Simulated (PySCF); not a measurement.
C2H3Cl2FSi, SMILES FC([SiH3])=C(Cl)Cl.

Geometry: B3LYP-D3(BJ)/def2-SVP. This is a generated structure with no PubChem entry under its InChIKey; it may be hypothetical.

The numbers are results of CAM-B3LYP/def2-TZVP (PySCF), not measurements.

Symmetry labels are those of the subgroup Cs that the program uses (full group Cs).

### Question
List the valence orbital energies around the gap with their symmetry. (An estimate is asked for; the answer gives what the named calculation found.)

### Answer

```json
[
 {"orbital": "HOMO−7", "symmetry": "A\"", "energy (eV)": "-13.16"},
 {"orbital": "HOMO−6", "symmetry": "A'", "energy (eV)": "-11.90"},
 {"orbital": "HOMO−5", "symmetry": "A\"", "energy (eV)": "-11.75"},
 {"orbital": "HOMO−4", "symmetry": "A'", "energy (eV)": "-11.71"},
 {"orbital": "HOMO−3", "symmetry": "A'", "energy (eV)": "-11.22"},
 {"orbital": "HOMO−2", "symmetry": "A\"", "energy (eV)": "-11.15"},
 {"orbital": "HOMO−1", "symmetry": "A'", "energy (eV)": "-10.66"},
 {"orbital": "HOMO", "symmetry": "A\"", "energy (eV)": "-8.71"},
 {"orbital": "LUMO", "symmetry": "A\"", "energy (eV)": "0.04"},
 {"orbital": "LUMO+1", "symmetry": "A'", "energy (eV)": "1.02"},
 {"orbital": "LUMO+2", "symmetry": "A'", "energy (eV)": "1.12"},
 {"orbital": "LUMO+3", "symmetry": "A'", "energy (eV)": "1.71"}
]
```
